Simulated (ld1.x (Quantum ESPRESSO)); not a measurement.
Pd (Z = 46), ultrasoft: configuration errors across variants

| Item | Value |
| --- | --- |
| Element | Pd (Z = 46) |
| Generator | ld1.x (Quantum ESPRESSO) 7.5 |
| Type | ultrasoft |
| Functional | LDA (PZ) |
| Relativity | scalar-relativistic |
| Frozen core | [Ar] 3d10 |
| Valence charge | 18 |
| Reference configuration | 4s2 4p6 4d8.5 5s0 5p0 (charge +1.5) |
| Partial waves | 4s (bound): rcut 1.20, rcutus 1.35 bohr; 5s (bound, empty): rcut 1.20, rcutus 1.35 bohr; 4p (bound): rcut 1.85, rcutus 1.95 bohr; 5p (bound, empty): rcut 1.85, rcutus 1.95 bohr; 4d (bound): rcut 1.00, rcutus 1.15 bohr; 4d channel at 0.4 Ry: rcut 1.00, rcutus 1.15 bohr |
| Local potential | all-electron potential smoothed inside 1.30 bohr (lloc = -1) |
| Core correction | Bessel-smoothed model core inside 0.85 bohr |
| Augmentation charge | built from norm-conserving waves at rcut, not smoothed further |

All-electron excitation energies from the reference (eV): (1) 4s2 4p6 4d10 5s0 5p0 -18.342; (2) 4s2 4p6 4d9 5s0 5p0 -8.953; (3) 4s2 4p6 4d8 5s0 5p0 12.128.

The overlap operator is not positive definite (basis up to 400 Ry) in “base”, “waves 4s (bound): rcut 1.04, rcutus 1.10 bohr; 5s (bound): rcut 1.04, rcutus 1.10 bohr”, “waves 4s (bound): rcut 1.18, rcutus 1.26 bohr; 5s (bound): rcut 1.18, rcutus 1.26 bohr”, “waves 4s (bound): rcut 1.20, rcutus 1.42 bohr; 5s (bound): rcut 1.20, rcutus 1.42 bohr”, “waves 4s (bound): rcut 1.20, rcutus 1.68 bohr; 5s (bound): rcut 1.20, rcutus 1.68 bohr”, “waves 4s (bound): rcut 1.20, rcutus 1.78 bohr; 5s (bound): rcut 1.20, rcutus 1.78 bohr”. Such files are unfit for use, however small their errors in these radial tests.

1 further variants failed, have other tests or too few solved ones, and are left out.

A true bound ghost makes a file unfit for plane-wave use even where its test errors are small: the radial tests pick states by their node count and pass the ghost by.

Errors AE − PS in meV (a dash: test not solved or not reliable):

```tsv
change	(1)	(2)	(3)	bound ghosts
base	-2.9	-0.7	-3.9	not determined (overlap not positive)
waves 4s (bound): rcut 1.04, rcutus 1.10 bohr; 5s (bound): rcut 1.04, rcutus 1.10 bohr	-1.6	-0.4	-3.2	not determined (overlap not positive)
waves 4s (bound): rcut 1.18, rcutus 1.26 bohr; 5s (bound): rcut 1.18, rcutus 1.26 bohr	-2.0	-0.5	-3.4	not determined (overlap not positive)
waves 4s (bound): rcut 1.20, rcutus 1.42 bohr; 5s (bound): rcut 1.20, rcutus 1.42 bohr	–	–	–	not determined (overlap not positive)
waves 4s (bound): rcut 1.20, rcutus 1.68 bohr; 5s (bound): rcut 1.20, rcutus 1.68 bohr	-3.1	-0.8	-3.9	not determined (overlap not positive)
waves 4s (bound): rcut 1.20, rcutus 1.78 bohr; 5s (bound): rcut 1.20, rcutus 1.78 bohr	-3.3	-0.8	-3.9	not determined (overlap not positive)
```

Problem. Give the same row for: waves 4s (bound): rcut 0.84, rcutus 0.88 bohr; 5s (bound): rcut 0.84, rcutus 0.88 bohr.

Solution. -2.2, -0.6, -3.3; bound ghosts: s (p, d not tested, overlap not positive). Its overlap operator is not positive definite in a basis up to 400 Ry (lowest eigenvalue p -0.53, d -0.15), so the file is unfit for use: the generalised eigenproblem breaks down once the basis is large enough, and its test numbers describe a broken file.
